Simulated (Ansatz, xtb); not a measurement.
## ClGeH7Si2: 4 structures ranked

4 gas-phase structures of ClGeH7Si2, from a drawn sample of its isomers (lower ones may exist). Each was relaxed with GFN2-xTB; where two conformers were screened, the lower at r2SCAN-D4/def2-SVP is listed:

A. `[SiH3][GeH2][SiH2]Cl`, a singlet
B. `[SiH3][GeH]([SiH3])[Cl]`, a singlet
C. `[SiH3][Si@@H](Cl)[GeH3]`, a singlet
D. `[SiH3][SiH2][GeH2][Cl]`, a singlet

Question: Which do you expect lowest at r2SCAN-D4/def2-SVP, and how would the others follow?

Answer: Calculated order at r2SCAN-D4/def2-SVP: A (0.0), B (14.6), C (17.5), D (26.2) kJ/mol. Less than 1 kcal/mol parts B and C, so the order within that pair means little.

Energies above the lowest of each column, in kJ/mol; the last columns are at B3LYP-D3(BJ)/def2-SVP geometries:

```json
{"structure": "A", "GFN2-xTB": "30.5", "HF/STO-3G": "0.0", "r2SCAN-D4/def2-SVP": "0.0", "B3LYP-D3(BJ)/def2-SVP": "0.0", "CCSD(T)/def2-SVP + ΔMP2/def2-TZVPP": "0.0"}
{"structure": "B", "GFN2-xTB": "0.0", "HF/STO-3G": "5.8", "r2SCAN-D4/def2-SVP": "14.6", "B3LYP-D3(BJ)/def2-SVP": "10.9", "CCSD(T)/def2-SVP + ΔMP2/def2-TZVPP": "17.7"}
{"structure": "C", "GFN2-xTB": "83.3", "HF/STO-3G": "12.4", "r2SCAN-D4/def2-SVP": "17.5", "B3LYP-D3(BJ)/def2-SVP": "13.2", "CCSD(T)/def2-SVP + ΔMP2/def2-TZVPP": "17.6"}
{"structure": "D", "GFN2-xTB": "56.2", "HF/STO-3G": "19.2", "r2SCAN-D4/def2-SVP": "26.2", "B3LYP-D3(BJ)/def2-SVP": "21.1", "CCSD(T)/def2-SVP + ΔMP2/def2-TZVPP": "32.0"}
```

CCSD(T)/def2-SVP + ΔMP2/def2-TZVPP puts A lowest; GFN2-xTB picks B. CCSD(T)/def2-SVP + ΔMP2/def2-TZVPP orders those it was run on as A (0.0), C (17.6), B (17.7), D (32.0) kJ/mol. Less than 1 kcal/mol parts C and B, so the order within that pair means little. Flexible structures stand in one conformer each, not always the lowest. ΔMP2 is the change of the MP2 energy from the smaller to the larger basis.

Over these structures GFN2-xTB departs from r2SCAN-D4/def2-SVP by 21.2 kJ/mol on average once a common shift is removed. A GFN2-xTB relaxation took about 0.39 s and the r2SCAN-D4/def2-SVP energy about 4.8 s on a shared host (Ansatz 0.2.0, xtb 6.7.1).
